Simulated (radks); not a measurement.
The numbers below are computed, except where a source is named.
The mean radii <r> (bohr) of the occupied orbitals of an atom or ion are listed with their occupations. Code: a radial shooting solver on a logarithmic mesh with Libxc functionals. Model: scalar-relativistic Kohn-Sham, SCAN, spin-polarised, spherical densities, finite nucleus; meta-GGA in the generalised Kohn-Sham scheme; Fermi nuclear charge, rms radius of each element as measured or else 0.836 A^(1/3) + 0.57 fm.

orbital  occ.      <r>
1s down     1  0.01835
1s up       1  0.01835
2s up       1  0.07753
2s down     1  0.07753
2p up       3  0.06943
2p down     3  0.06943
3s up       1   0.2008
3s down     1   0.2008
3p up       3   0.2012
3p down     3   0.2012
3d up       5   0.1825
3d down     5   0.1825
4s up       1   0.4494
4s down     1   0.4494
4p up       3   0.4776
4p down     3   0.4775
4d up       5   0.5114
4d down     5   0.5111
5s up       1    1.068
5s down     1    1.062
5p up       3    1.240
5p down     3    1.227
4f up       7   0.6083
4f down     7   0.6034
5d up       3    1.742

Name the element and its charge. Open shells, if any, are filled with parallel spins first.

Answer. Z = 74, tungsten, charge +3: W3+ in [Xe] 4f14 5d3. The 1s radius gives Z: for a bare nucleus <r> = (2 gamma + 1)/(2Z) with gamma = sqrt(1 - (Z/c)^2), 0.01813 bohr for Z = 74, and screening makes it slightly larger (0.01835 here). The occupations add up to 71, and the charge is Z minus that.
